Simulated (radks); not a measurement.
Values are calculated unless marked as measured or tabulated.
Ionisation of neutral magnesium, [Ne] 3s2, to Mg+, [Ne] 3s1, under several functionals. Dirac Kohn-Sham, spin-unpolarised, spherical densities, finite nucleus; a radial shooting solver on a logarithmic mesh with Libxc functionals. The NIST Atomic Spectra Database gives 7.646 eV (measured). Rank these functionals by the error of their Delta-SCF ionisation energy: PBE; LDA (Slater exchange, Perdew-Wang correlation); XLYP; Wu-Cohen GGA; BLYP; PBEsol; LDA (Slater exchange, VWN5 correlation).

Answer. From best to worst: BLYP 7.894 eV (+0.248); Wu-Cohen GGA 7.918 eV (+0.272); XLYP 7.920 eV (+0.274); PBEsol 7.921 eV (+0.274); PBE 7.960 eV (+0.314); LDA (Slater exchange, VWN5 correlation) 8.067 eV (+0.421); LDA (Slater exchange, Perdew-Wang correlation) 8.068 eV (+0.422). Spin polarisation and multiplet splitting are left out, so open shells lie too high by an amount that depends on their filling.

Beside tabulated values, note that spin-unpolarised runs miss the spin-polarisation part of the exchange energy of open shells.
